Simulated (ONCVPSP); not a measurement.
Transferability test, ONCV potential for calcium (Ca)

```json
{"Element": "Ca (Z = 20)", "Generator": "ONCVPSP 4.0.1", "Type": "optimised norm-conserving Vanderbilt (ONCV)", "Functional": "PBE", "Relativity": "scalar-relativistic", "Frozen core": "[Ne]", "Valence charge": "10", "Reference configuration": "3s2 3p6 4s1.5 (charge +0.5)", "Partial waves": "3s+4s: rc 2.20 bohr, ncon 3, nbas 7, qcut 6.1 1/bohr, 2 projectors; 3p: rc 1.35 bohr, ncon 4, nbas 9, qcut 5.7 1/bohr, 1 projector; d scattering state at 0.09 Ha: rc 2.10 bohr, ncon 4, nbas 7, qcut 4.7 1/bohr, 3 projectors, debl 0.9 Ha; f scattering state at 0.18 Ha: rc 2.15 bohr, ncon 3, nbas 7, qcut 5.1 1/bohr, 1 projector", "Local potential": "polynomial inside 1.00 bohr (lpopt 3, dvloc0 6 Ha)", "Core correction": "Teter function, fcfact 3.75, rcfact 1.65"}
```

In the d channel the program set the typed energies aside and used -0.183, 0.717, 1.617 Ha.

Energies are relative to the spin-unpolarised reference configuration 3s2 3p6 4s1.5; without spin polarisation the order of configurations can differ from experiment.

Question: Give the all-electron excitation energy and the error of the potential for: 3s2 3p6 4s2; 3s2 3p6 4s1; 3s2 3p6 4s0; 3s2 3p6 3d0.5 4s1.5.

Answer:

```json
{"valence configuration": "3s2 3p6 4s2", "charge": "0", "ΔE all-electron (eV)": "-2.504", "error AE − PS (meV)": "0.0"}
{"valence configuration": "3s2 3p6 4s1", "charge": "+1", "ΔE all-electron (eV)": "3.806", "error AE − PS (meV)": "-0.2"}
{"valence configuration": "3s2 3p6 4s0", "charge": "+2", "ΔE all-electron (eV)": "15.626", "error AE − PS (meV)": "-2.5"}
{"valence configuration": "3s2 3p6 3d0.5 4s1.5", "charge": "0", "ΔE all-electron (eV)": "-1.451", "error AE − PS (meV)": "+9.7"}
```

Levels in the configuration 3s2 3p6 4s2:

```json
{"level": "3s", "all-electron (eV)": "-47.092", "pseudo (eV)": "-47.086"}
{"level": "3p", "all-electron (eV)": "-28.008", "pseudo (eV)": "-28.008"}
{"level": "4s", "all-electron (eV)": "-3.766", "pseudo (eV)": "-3.766"}
```

Note: ghosts flagged at negative energy: d at -86.0 eV; no localised positive-energy state flagged. A true bound ghost makes a file unfit for plane-wave use.
